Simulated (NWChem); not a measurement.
System: C2H2ClF; SMILES C=C(F)Cl

NWChem input:

```
start job
memory heap 200 mb stack 700 mb global 900 mb
geometry units angstroms noautoz
  C     -1.185274     1.151332     0.000000
  C     -0.059255     0.448966     0.000000
  F      1.135441     1.007256     0.000000
  Cl     0.030311    -1.266138     0.000000
  H     -2.151289     0.650832     0.000000
  H     -1.132243     2.240633     0.000000
end
basis spherical
  C library def2-tzvp
  F library def2-tzvp
  Cl library def2-tzvp
  H library def2-tzvp
end
dft
  xc b3lyp
  iterations 150
  mulliken
end
task dft energy
```

Coordinates come from a PBE0/def2-SVP optimisation.

Q: Predict the main results of this run. (B3LYP/def2-TZVP.) Quantities: energy (Ha); highest occupied level (eV); orbital gap (eV); dipole (D).

A: 
| Property | Result |
|---|---|
| energy (Ha) | -637.53 |
| highest occupied level (eV) | -7.40 |
| orbital gap (eV) | 7.00 |
| dipole (D) | 1.19 |
